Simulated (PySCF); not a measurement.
PySCF input (BP86/def2-SVP):

```python
from pyscf import gto, dft

mol = gto.M(
    atom='''
    Rb   -0.00000000   -0.00000000   -0.47935972
    F     0.00000000    0.00000000    1.97070106
    ''',
    basis='def2-svp',
    ecp='def2-svp',
    charge=-1,
    spin=1,
    symmetry='C2v',
    verbose=4,
)

mf = dft.UKS(mol, xc='bp86')
mf.grids.level = 3
mf.conv_tol = 1e-9
mf.max_cycle = 100
mf.max_memory = 1500
mf.kernel()
if not mf.converged:
    mf = mf.newton()
    mf.kernel(mf.make_rdm1())
mf.dip_moment()
```

From the last part of the output:

```
alpha HOMO (A1) = 0.0355932176390574  LUMO (B2) = 0.0743458238778646
beta  HOMO (A1) = -0.361439167428657  LUMO (A1) = 0.0481066265378054
  HOMO = 0.0355932176391  LUMO = 0.0481066265378  gap/eV = 0.34051
cycle= 4 E= -123.686742824129  delta_E= -0.0163  |g|= 0.708  |ddm|= 0.11
alpha HOMO (A1) = 0.0251589217612675  LUMO (B1) = 0.0609582332338044
beta  HOMO (A1) = -0.35028616833123  LUMO (A1) = 0.0399632780524151
  HOMO = 0.0251589217613  LUMO = 0.0399632780524  gap/eV = 0.40285
cycle= 5 E= -123.712823747842  delta_E= -0.0261  |g|= 0.669  |ddm|= 0.159
alpha HOMO (A1) = 0.0144829917899436  LUMO (B1) = 0.0458022382297136
beta  HOMO (B1) = -0.0983530721212784  LUMO (A1) = 0.0304654676637348
  HOMO = 0.0144829917899  LUMO = 0.0304654676637  gap/eV = 0.43491
cycle= 6 E= -123.91882299986  delta_E= -0.206  |g|= 0.149  |ddm|=  1.3
alpha HOMO (A1) = 0.0279797953528949  LUMO (B2) = 0.0583195578977229
beta  HOMO (B2) = -0.0209578029085278  LUMO (A1) = 0.0404857373353913
  HOMO = 0.0279797953529  LUMO = 0.0404857373354  gap/eV = 0.34030
cycle= 7 E= -123.93873256699  delta_E= -0.0199  |g|= 0.0279  |ddm|= 0.631
alpha HOMO (A1) = 0.0296770345216864  LUMO (B2) = 0.0628144408759563
beta  HOMO (B2) = -0.0209076694675627  LUMO (A1) = 0.0451577270499293
  HOMO = 0.0296770345217  LUMO = 0.0451577270499  gap/eV = 0.42125
cycle= 8 E= -123.940028149331  delta_E= -0.0013  |g|= 0.0286  |ddm|= 0.211
alpha HOMO (A1) = 0.0309886257598571  LUMO (B1) = 0.0649487352716549
beta  HOMO (B1) = -0.0272108035971449  LUMO (A1) = 0.0474287971238745
  HOMO = 0.0309886257599  LUMO = 0.0474287971239  gap/eV = 0.44736
cycle= 9 E= -123.940477134676  delta_E= -0.000449  |g|= 0.00466  |ddm|= 0.0596
alpha HOMO (A1) = 0.031944500255328  LUMO (B2) = 0.0671077096300922
beta  HOMO (B2) = -0.0275221018247843  LUMO (A1) = 0.0499624898507456
  HOMO = 0.0319445002553  LUMO = 0.0499624898507  gap/eV = 0.49029
cycle= 10 E= -123.940548353681  delta_E= -7.12e-05  |g|= 0.000573  |ddm|= 0.0662
alpha HOMO (A1) = 0.0321305313586357  LUMO (B2) = 0.0671661128580843
beta  HOMO (B1) = -0.0274341581168804  LUMO (A1) = 0.0499483547746564
  HOMO = 0.0321305313586  LUMO = 0.0499483547747  gap/eV = 0.48485
cycle= 11 E= -123.940549410346  delta_E= -1.06e-06  |g|= 8.75e-05  |ddm|= 0.00768
alpha HOMO (A1) = 0.0321353172849896  LUMO (B1) = 0.0671699772546623
beta  HOMO (B1) = -0.0273942141825232  LUMO (A1) = 0.0499502042451709
  HOMO = 0.032135317285  LUMO = 0.0499502042452  gap/eV = 0.48477
cycle= 12 E= -123.940549415251  delta_E= -4.9e-09  |g|= 2.46e-05  |ddm|= 0.000417
alpha HOMO (A1) = 0.0321310172147413  LUMO (B2) = 0.0671657437580547
beta  HOMO (B1) = -0.027400589883036  LUMO (A1) = 0.0499461326650064
  HOMO = 0.0321310172147  LUMO = 0.049946132665  gap/eV = 0.48477
cycle= 13 E= -123.940549415523  delta_E= -2.72e-10  |g|= 2.86e-06  |ddm|= 3.91e-05
alpha HOMO (A1) = 0.0321319404459679  LUMO (B1) = 0.0671668434284896
beta  HOMO (B1) = -0.0274007965289932  LUMO (A1) = 0.0499472349304675
  HOMO = 0.032131940446  LUMO = 0.0499472349305  gap/eV = 0.48478
Extra cycle  E= -123.940549415533  delta_E= -9.04e-12  |g|= 1.3e-06  |ddm|= 1.46e-05
converged SCF energy = -123.940549415533  <S^2> = 0.75005537  2S+1 = 2.0000554

WARN: System has nonzero charge -1; the dipole moment is origin-dependent.
Location of origin: [0. 0. 0.]

Dipole moment(X, Y, Z, Debye):  0.00000,  0.00000,  1.00215
```

The dipole moment of an ion depends on the origin.
